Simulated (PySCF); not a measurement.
C3H7Si (SMILES C1C[SiH]C1), doublet, geometry from GFN2-xTB; HF/def2-SVP run with PySCF.

Here is a job for PySCF.
```python
from pyscf import gto, scf

mol = gto.Mole()
mol.atom = '''
    C     0.071661   -1.073899    0.751073
    C     1.216477   -0.219116    0.177526
    Si   -0.071602    0.973631   -0.595019
    C    -1.142551   -0.503884   -0.004563
    H    -0.031712   -0.902883    1.822844
    H     0.213093   -2.143378    0.591315
    H     1.825836   -0.774784   -0.532423
    H     1.886389    0.189321    0.932373
    H    -0.279824    2.236539    0.127518
    H    -1.996321   -0.279377    0.632673
    H    -1.488544   -1.174876   -0.788255
'''
mol.basis = 'def2-svp'
mol.charge = 0
mol.spin = 1
mol.verbose = 4
mol.build()

mf = scf.UHF(mol)
mf.kernel()
```

What the program printed (banner, timings and long lists left out):

```
PySCF version 2.14.0

[INPUT] verbose = 4
[INPUT] num. atoms = 11
[INPUT] num. electrons = 39
[INPUT] charge = 0
[INPUT] spin (= nelec alpha-beta = 2S) = 1
[INPUT] symmetry False subgroup None
[INPUT] Mole.unit = angstrom
[INPUT] Symbol           X                Y                Z      unit          X                Y                Z       unit  Magmom
[INPUT]  1 C      0.071661000000  -1.073899000000   0.751073000000 AA    0.135419663812  -2.029374995444   1.419322269555 Bohr   0.0
[INPUT]  2 C      1.216477000000  -0.219116000000   0.177526000000 AA    2.298808366833  -0.414069229510   0.335475519990 Bohr   0.0
[INPUT]  3 Si    -0.071602000000   0.973631000000  -0.595019000000 AA   -0.135308169971   1.839895936386  -1.124422948913 Bohr   0.0
[INPUT]  4 C     -1.142551000000  -0.503884000000  -0.004563000000 AA   -2.159108473348  -0.952202758550  -0.008622820306 Bohr   0.0
[INPUT]  5 H     -0.031712000000  -0.902883000000   1.822844000000 AA   -0.059926994862  -1.706201592526   3.444675927807 Bohr   0.0
[INPUT]  6 H      0.213093000000  -2.143378000000   0.591315000000 AA    0.402687409062  -4.050397401418   1.117423403347 Bohr   0.0
[INPUT]  7 H      1.825836000000  -0.774784000000  -0.532423000000 AA    3.450329988371  -1.464129565695  -1.006133652419 Bohr   0.0
[INPUT]  8 H      1.886389000000   0.189321000000   0.932373000000 AA    3.564758574392   0.357764839629   1.761929615939 Bohr   0.0
[INPUT]  9 H     -0.279824000000   2.236539000000   0.127518000000 AA   -0.528790723080   4.226446176909   0.240974095952 Bohr   0.0
[INPUT] 10 H     -1.996321000000  -0.279377000000   0.632673000000 AA   -3.772499946718  -0.527946015503   1.195578696407 Bohr   0.0
[INPUT] 11 H     -1.488544000000  -1.174876000000  -0.788255000000 AA   -2.812940484365  -2.220193870325  -1.489586066319 Bohr   0.0

nuclear repulsion = 158.506996052741
number of shells = 47
number of NR pGTOs = 157
number of NR cGTOs = 95
basis = def2-svp
ecp = {}

******** <class 'pyscf.scf.uhf.UHF'> ********
method = UHF
initial guess = minao
damping factor = 0
level_shift factor = 0
DIIS = <class 'pyscf.scf.diis.CDIIS'>
diis_start_cycle = 1
diis_space = 8
diis_damp = 0
SCF conv_tol = 1e-09
SCF conv_tol_grad = None
SCF max_cycles = 50
direct_scf = True
direct_scf_tol = 1e-13
number electrons alpha = 20  beta = 19
Set gradient conv threshold to 3.16228e-05
init E= -406.935346016853

cycle= 1 E= -406.314437518272  delta_E= 0.621  |g|= 0.229  |ddm|= 2.25
cycle= 2 E= -406.361729680253  delta_E= -0.0473  |g|= 0.0737  |ddm|= 0.363
cycle= 3 E= -406.367536982154  delta_E= -0.00581  |g|= 0.0299  |ddm|= 0.158
cycle= 4 E= -406.36838849804  delta_E= -0.000852  |g|= 0.00926  |ddm|= 0.0454
cycle= 5 E= -406.368586003488  delta_E= -0.000198  |g|= 0.00371  |ddm|= 0.0264
cycle= 6 E= -406.368623282344  delta_E= -3.73e-05  |g|= 0.00192  |ddm|= 0.0116
cycle= 7 E= -406.368633467853  delta_E= -1.02e-05  |g|= 0.000947  |ddm|= 0.00659
cycle= 8 E= -406.368636304185  delta_E= -2.84e-06  |g|= 0.000453  |ddm|= 0.00377
cycle= 9 E= -406.368636997738  delta_E= -6.94e-07  |g|= 0.000187  |ddm|= 0.00216
cycle= 10 E= -406.36863710003  delta_E= -1.02e-07  |g|= 7.56e-05  |ddm|= 0.000878
cycle= 11 E= -406.368637114548  delta_E= -1.45e-08  |g|= 3e-05  |ddm|= 0.000329
cycle= 12 E= -406.368637116659  delta_E= -2.11e-09  |g|= 1.2e-05  |ddm|= 0.00012
cycle= 13 E= -406.368637116998  delta_E= -3.39e-10  |g|= 3.7e-06  |ddm|= 5.31e-05
Extra cycle  E= -406.368637117016  delta_E= -1.82e-11  |g|= 2.34e-06  |ddm|= 6.65e-06
converged SCF energy = -406.368637117016  <S^2> = 0.75317572  2S+1 = 2.0031732
```
